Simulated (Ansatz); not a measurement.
CCl₂GeN (`N#[C][Ge]([Cl])[Cl]`) radical, 5 atoms. Total charge 0; spin multiplicity 2. Correlated methods include outer-core shells of Ge, which these sets cover unevenly. Scalar relativity is left out up to krypton. All runs use 4 threads of an AMD EPYC 7R43 on a shared host. Correlated methods freeze the cores. Open-shell runs search over several starts.

Q: Give the basis size and wall time and peak host memory of each of these runs in Ansatz. UKS ωB97M-V/def2-SVP energy; UKS PBE0-D4/def2-TZVP frequencies; direct RPA on PBE orbitals/def2-TZVPP energy; UKS PBE0-D4/def2-TZVP relaxation (6 steps); UKS ωB97M-V/def2-QZVPP energy; UKS r2SCAN0-D4/def2-TZVPP energy; UKS B97M-V/def2-TZVPP energy; UKS PBE0-D4/def2-QZVPP energy; UHF-CCSD(T)/def2-SVP energy; UHF-MP2/def2-QZVPP energy; UKS LC-ωPBE/def2-TZVPP energy; UHF-CCSD(T)/def2-TZVPP energy. (Best estimate.)

A: The calculation gave: Other jobs shared the machine, so times are rough.

```
                                level                   job  functions  wall time  peak host memory (GiB)
               UKS LC-ωPBE/def2-TZVPP                energy        194      3.5 s                    0.43
direct RPA on PBE orbitals/def2-TZVPP                energy        194        4 s                     0.5
                 UKS ωB97M-V/def2-SVP                energy         96      5.5 s                     0.5
            UKS r2SCAN0-D4/def2-TZVPP                energy        194      7.5 s                    0.89
                UKS B97M-V/def2-TZVPP                energy        194      7.5 s                    0.46
                 UHF-CCSD(T)/def2-SVP                energy         96       11 s                    0.69
               UKS PBE0-D4/def2-QZVPP                energy        343       14 s                     1.7
               UKS ωB97M-V/def2-QZVPP                energy        343       25 s                       2
                   UHF-MP2/def2-QZVPP                energy        343       37 s                     1.6
                UKS PBE0-D4/def2-TZVP  relaxation (6 steps)        184       45 s                    0.73
                UKS PBE0-D4/def2-TZVP           frequencies        184       91 s                    0.73
               UHF-CCSD(T)/def2-TZVPP                energy        194    3.6 min                     5.9
```

LC-ωPBE has ω = 0.4 bohr⁻¹.
